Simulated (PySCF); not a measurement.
C2H3O3, SMILES COC([O])=O, multiplicity 2.

Geometry optimised at r2SCAN-D4/def2-SVP. The geometry has at least one imaginary mode, so it is a saddle point at that level. The isomer is the one that the SMILES or the coordinates give; other isomers of the formula were not compared.

Calculation: PBE/def2-TZVP in PySCF.

Isolated molecule, no solvent.

| Item | Value |
|---|---|
| total energy | -303.44206 hartree |
| point group | Cs |
| α spin, highest occupied and lowest empty level | -8.02 and -0.45 eV |
| β spin, highest occupied and lowest empty level | -7.69 and -6.34 eV |
| dipole moment | 3.44 D |
| quadrupole, principal values (traceless, Buckingham form, about the centre of nuclear charge) | -4.10, 1.79, 2.31 D·Å |
| mean static polarisability | 37.8 bohr³ (5.61 Å³) |
| polarisability, principal values | 25.8, 38.0, 49.7 bohr³ |
| ⟨S²⟩ | 0.753 (pure state 0.75) |
